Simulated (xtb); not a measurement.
xtb input file for C4H9O, SMILES C[CH]OCC, multiplicity 2, GFN2-xTB. 

```
$ xtb mol.xyz --gfn 2 --ohess tight --chrg 0 --uhf 1 --json
$ cat mol.xyz
14

C      2.49700000     0.30150000    -0.30710000
C      1.26580000    -0.32010000     0.29690000
O      0.06690000    -0.11080000    -0.32790000
C     -1.06980000    -0.14320000     0.47040000
C     -2.32700000    -0.06550000    -0.48030000
H      2.28340000     0.43610000    -1.28320000
H      2.73830000     1.21910000     0.19420000
H      3.30460000    -0.38460000    -0.14730000
H      1.18660000    -0.57520000     1.34570000
H     -1.12600000     0.80330000     1.10130000
H     -1.11490000    -1.01470000     1.10900000
H     -3.20150000     0.02480000     0.14870000
H     -2.32470000    -0.97330000    -1.03500000
H     -2.19260000     0.74900000    -1.14450000
```

Log of the run:

```
[...]
        19                          0.1379415               3.7536
        20                          0.1465845               3.9888
        21                          0.1556524               4.2355
        22                          0.1745527               4.7498
        23                          0.1803680               4.9081
        24                          0.1931951               5.2571
        25                          0.2135615               5.8113
        26                          0.2466705               6.7122
        27                          0.2658725               7.2348
       ...                                ...                  ...
        29                          0.3644980               9.9185
      -------------------------------------------------------------
                  HL-Gap            0.3051100 Eh            8.3025 eV
             Fermi-level           -0.2334232 Eh           -6.3518 eV

     #   Z          covCN         q      C6AA      α(0)
     1   6 C        3.751    -0.104    22.547     6.772
     2   6 C        2.785     0.025    27.422     8.577
     3   8 O        1.704    -0.258    18.279     5.772
     4   6 C        3.701     0.088    19.264     6.277
     5   6 C        3.751    -0.113    22.724     6.798
     6   1 H        0.925     0.058     2.227     2.334
     7   1 H        0.923     0.045     2.383     2.414
     8   1 H        0.925     0.045     2.386     2.415
     9   1 H        0.926     0.004     2.981     2.700
    10   1 H        0.923     0.025     2.664     2.552
    11   1 H        0.923     0.029     2.603     2.523
    12   1 H        0.925     0.045     2.389     2.417
    13   1 H        0.925     0.056     2.246     2.344
    14   1 H        0.925     0.055     2.255     2.348

 Mol. C6AA /au·bohr⁶  :       1400.809389
 Mol. C8AA /au·bohr⁸  :      29167.440165
 Mol. α(0) /au        :         56.243651


Wiberg/Mayer (AO) data.
largest (>0.10) Wiberg bond orders for each atom

 ---------------------------------------------------------------------------
     #   Z sym  total        # sym  WBO       # sym  WBO       # sym  WBO
 ---------------------------------------------------------------------------
     1   6 C    3.996 --     2 C    1.064     6 H    0.980     8 H    0.975
                             7 H    0.950
     2   6 C    3.309 --     3 O    1.190     1 C    1.064     9 H    0.969
     3   8 O    2.253 --     2 C    1.190     4 C    0.977
     4   6 C    3.951 --     5 C    1.016     3 O    0.977    10 H    0.966
                            11 H    0.966
     5   6 C    3.993 --     4 C    1.016    14 H    0.986    13 H    0.986
                            12 H    0.986
     6   1 H    0.997 --     1 C    0.980
     7   1 H    0.996 --     1 C    0.950
     8   1 H    0.998 --     1 C    0.975
     9   1 H    1.000 --     2 C    0.969
    10   1 H    0.999 --     4 C    0.966
    11   1 H    0.999 --     4 C    0.966
    12   1 H    0.998 --     5 C    0.986
    13   1 H    0.997 --     5 C    0.986
    14   1 H    0.997 --     5 C    0.986
 ---------------------------------------------------------------------------

Topologies differ in total number of bonds
Writing topology from bond orders to xtbtopo.mol

molecular dipole:
                 x           y           z       tot (Debye)
 q only:       -0.240      -0.030       0.132
   full:       -0.266       0.046       0.321       1.065
molecular quadrupole (traceless):
                xx          xy          yy          xz          yz          zz
 q only:        3.289       0.405      -1.841      -0.345      -0.170      -1.448
  q+dip:        1.367       0.860      -0.789      -0.585       0.289      -0.579
   full:        2.174       0.871      -1.222      -0.543       0.135      -0.952

           -------------------------------------------------
          |                Geometry Summary                 |
           -------------------------------------------------

      molecular mass/u    :       73.1138153
   center of mass at/Å    :        0.0636799      -0.0330926      -0.0405231
  moments of inertia/u·Å² :        0.2446965E+02   0.2254841E+03   0.2400961E+03
rotational constants/cm⁻¹ :        0.6889199E+00   0.7476194E-01   0.7021203E-01

 * 13 selected distances

     #   Z          #   Z                                           value/Å
     1   6 C        2   6 C                                       1.4808299
     2   6 C        3   8 O                                       1.3716366
     3   8 O        4   6 C                                       1.4068915
     4   6 C        5   6 C                                       1.5204644 (max)
     1   6 C        6   1 H                                       1.0871530
     1   6 C        7   1 H                                       1.0980132
     1   6 C        8   1 H                                       1.0891272
     2   6 C        9   1 H                                       1.0802886 (min)
     4   6 C       10   1 H                                       1.1011464
     4   6 C       11   1 H                                       1.1008321
     5   6 C       12   1 H                                       1.0862795
     5   6 C       13   1 H                                       1.0864943
     5   6 C       14   1 H                                       1.0866693

 * 3 distinct bonds (by element types)

   Z      Z             #   av. dist./Å        max./Å        min./Å
   1 H    6 C           9     1.0906671     1.1011464     1.0802886
   6 C    6 C           2     1.5006472     1.5204644     1.4808299
   6 C    8 O           2     1.3892640     1.4068915     1.3716366

           -------------------------------------------------
          |               Frequency Printout                |
           -------------------------------------------------
 projected vibrational frequencies (cm⁻¹)
eigval :       -0.00    -0.00    -0.00    -0.00    -0.00     0.00
eigval :       55.14    81.44   112.41   182.16   206.06   390.79
eigval :      429.08   484.99   827.72   893.21   988.50  1016.05
eigval :     1088.31  1122.87  1140.17  1155.71  1225.59  1248.92
eigval :     1327.70  1349.22  1394.56  1403.09  1460.80  1475.83
eigval :     1478.02  1483.65  1493.83  2840.00  2864.58  2875.09
eigval :     3005.09  3038.48  3049.25  3049.74  3050.17  3054.23
 reduced masses (amu)
   1:  7.44   2:  9.65   3: 10.74   4: 10.94   5:  9.35   6: 10.95   7:  6.07   8:  9.68
   9:  4.93  10:  9.10  11:  3.24  12:  8.62  13:  9.47  14:  5.29  15:  2.06  16:  6.97
  17:  6.44  18:  3.72  19:  8.94  20:  9.85  21:  5.11  22:  8.49  23:  6.93  24:  2.23
  25:  7.39  26:  4.82  27:  3.71  28:  3.62  29:  1.66  30:  1.53  31:  1.60  32:  1.81
  33:  1.57  34:  1.97  35:  1.73  36:  1.43  37:  1.61  38:  1.73  39:  1.53  40:  1.88
  41:  1.82  42:  1.75
 IR intensities (km·mol⁻¹)
Molecule has no symmetry elements
It seems to be the C1 point group
   1:  0.76   2:  0.07   3:  0.18   4:  0.15   5:  0.33   6:  0.01   7:  0.45   8:  5.65
   9:  0.63  10:  1.45  11:  0.98  12:  6.57  13:  2.61  14: 10.78  15:  3.10  16:  1.20
  17:  2.05  18:  5.86  19:  5.98  20: 28.82  21: 10.73  22: 38.13  23: 44.49  24:  0.76
  25:142.57  26: 13.12  27: 18.60  28:  2.12  29:  5.78  30:  2.89  31:  1.88  32:  2.05
  33:  3.43  34: 63.89  35: 53.79  36: 58.53  37: 30.80  38:  2.50  39: 23.49  40: 43.17
  41: 44.50  42: 47.60
 Raman intensities (Ä⁴*amu⁻¹)
   1:  0.00   2:  0.00   3:  0.00   4:  0.00   5:  0.00   6:  0.00   7:  0.00   8:  0.00
   9:  0.00  10:  0.00  11:  0.00  12:  0.00  13:  0.00  14:  0.00  15:  0.00  16:  0.00
  17:  0.00  18:  0.00  19:  0.00  20:  0.00  21:  0.00  22:  0.00  23:  0.00  24:  0.00
  25:  0.00  26:  0.00  27:  0.00  28:  0.00  29:  0.00  30:  0.00  31:  0.00  32:  0.00
  33:  0.00  34:  0.00  35:  0.00  36:  0.00  37:  0.00  38:  0.00  39:  0.00  40:  0.00
  41:  0.00  42:  0.00
 output can be read by thermo (or use thermo option).
 writing <g98.out> molden fake output.
 recommended (thermochemical) frequency scaling factor: 1.0
           -------------------------------------------------
          |             Thermodynamic Functions             |
           -------------------------------------------------

c1  symmetry found (for desy threshold:  0.10E+00) used in thermo

          ...................................................
          :                      SETUP                      :
          :.................................................:
          :  # frequencies                          36      :
          :  # imaginary freq.                       0      :
          :  linear?                             false      :
          :  only rotor calc.                    false      :
          :  symmetry                               c1      :
          :  rotational number                       1      :
          :  scaling factor                  1.0000000      :
          :  rotor cutoff                   50.0000000 cm⁻¹ :
          :  imag. cutoff                  -20.0000000 cm⁻¹ :
          :.................................................:

    mode    ω/cm⁻¹     T·S(HO)/kcal·mol⁻¹    T·S(FR)/kcal·mol⁻¹   T·S(vib)
   ------------------------------------------------------------------------
       1     55.14    -1.37860 ( 59.67%)    -1.02699 ( 40.33%)    -1.23679
       2     81.44    -1.14959 ( 87.56%)    -0.91164 ( 12.44%)    -1.11999
       3    112.41    -0.96211 ( 96.23%)    -0.81630 (  3.77%)    -0.95662
       4    182.16    -0.68758 ( 99.44%)    -0.67338 (  0.56%)    -0.68750
       5    206.06    -0.61965 ( 99.65%)    -0.63688 (  0.35%)    -0.61971
   ------------------------------------------------------------------------

   temp. (K)  partition function   enthalpy   heat capacity  entropy
                                   cal/mol     cal/K/mol   cal/K/mol   J/K/mol
 298.15  VIB   138.                 2925.514     17.335     19.012
         ROT  0.879E+05              888.752      2.981     25.604
         INT  0.121E+08             3814.266     20.316     44.616
         TR   0.605E+27             1481.254      4.968     38.767
         TOT                        5295.5199    25.2842    83.3833   348.8758

       T/K    H(0)-H(T)+PV         H(T)/Eh          T*S/Eh         G(T)/Eh
   ------------------------------------------------------------------------
    298.15    0.843895E-02    0.127684E+00    0.396181E-01    0.880657E-01
   ------------------------------------------------------------------------

         :::::::::::::::::::::::::::::::::::::::::::::::::::::
         ::                  THERMODYNAMIC                  ::
         :::::::::::::::::::::::::::::::::::::::::::::::::::::
         :: total free energy         -17.049891027429 Eh   ::
         ::.................................................::
         :: total energy              -17.137956717767 Eh   ::
         :: zero point energy           0.119244848982 Eh   ::
         :: G(RRHO) w/o ZPVE           -0.031179158644 Eh   ::
Note: The following floating-point exceptions are signalling: IEEE_UNDERFLOW_FLAG IEEE_DENORMAL
normal termination of xtb
         :: G(RRHO) contrib.            0.088065690338 Eh   ::
         :::::::::::::::::::::::::::::::::::::::::::::::::::::

optimized geometry written to: xtbopt.xyz


           -------------------------------------------------
          | TOTAL ENERGY              -17.137956717767 Eh   |
          | TOTAL ENTHALPY            -17.010272920649 Eh   |
          | TOTAL FREE ENERGY         -17.049891027429 Eh   |
          | GRADIENT NORM               0.000294521734 Eh/α |
          | HOMO-LUMO GAP               8.302465018430 eV   |
           -------------------------------------------------

------------------------------------------------------------------------
------------------------------------------------------------------------
 total:
 SCF:
 ANC optimizer:
 analytical hessian:
```

Self-consistency was reached.
